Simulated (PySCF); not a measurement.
Species: C₄H₅FOSi.
Atom-mapped SMILES: `[CH:1]#[C:2][C:3](=[CH2:4])[O:5][SiH2:6][F:7]` (hydrogens: H8 on C1; H9, H10 on C4; H11, H12 on Si6)

Computed by this run: PySCF 2.14.0, PBE0-D3(BJ)/def2-SVP geometry optimisation, gas phase; density fitting, grid level 1; the optimiser is geomeTRIC in internal coordinates, started from a GFN2-xTB structure with every atom displaced at random (about 0.01 Å).

Geometry at step 0:
```
atom  x, y, z in Å
C1      2.2578    1.8492    1.0267
C2      1.4988    1.0130    0.6108
C3      0.5703    0.0304    0.1347
C4      1.0426   -1.0879   -0.4401
O5     -0.7082    0.3516    0.3359
Si6    -2.1163   -0.3587    0.0244
F7     -3.1184    0.7240    0.6015
H8      2.9154    2.6146    1.3680
H9      2.0564   -1.2751   -0.5459
H10     0.3091   -1.8312   -0.7784
H11    -2.3738   -0.4814   -1.3904
H12    -2.2941   -1.5769    0.8085
```

Problem. What forces act on the atoms?

Solution. 
```tsv
atom	Fx (eV/Å)	Fy (eV/Å)	Fz (eV/Å)
C1	0.331	0.416	0.118
C2	-0.651	-0.338	-0.144
C3	1.320	0.086	0.052
C4	-3.050	0.048	0.145
O5	1.396	0.562	0.190
Si6	-0.988	-0.521	0.146
F7	-1.046	0.707	0.386
H8	0.271	0.229	0.151
H9	2.145	-0.318	-0.224
H10	0.269	-0.089	-0.088
H11	-0.032	-0.239	-0.849
H12	0.036	-0.541	0.117
```

The largest, 3.05 eV/Å, acts on C4; the rms over all components is 0.805 eV/Å. The forces sum to zero within rounding, as they must for an isolated molecule in no field.

Problem. Give the force on C4 in Eh/bohr and in nN.

Solution. 3.054 eV/Å ÷ 51.422 = 0.05939 Eh/bohr, and 3.054 eV/Å × 1.602 = 4.89 nN.

Problem. How far is this geometry from the end of the optimisation?

Solution. 0.232 eV above it, and 0.129 Å rms away after alignment. The bonds farthest from their final lengths, with half the difference of the two atoms' forces along the bond (positive lengthens):

| bond | now (Å) | final (Å) | force along bond (eV/Å) |
| --- | --- | --- | --- |
| O5–Si6 | 1.608 | 1.666 | +1.29 |
| C4–H9 | 1.036 | 1.089 | +2.59 |
| Si6–H11 | 1.443 | 1.484 | +0.39 |
| Si6–F7 | 1.584 | 1.611 | +0.48 |
| Si6–H12 | 1.460 | 1.484 | -0.06 |
| C3–O5 | 1.333 | 1.354 | +0.03 |

The angle farthest from its final value is C3–O5–Si6, 134.8° against 128.4°.

Of the 6 listed bonds off by 0.010 Å or more, this force points towards the final length in 5.

The cost below is that of the whole optimisation. On an Arm Neoverse V1 with one thread, on a shared host, this took 64 s wall and 0.52 GiB of memory at its peak.
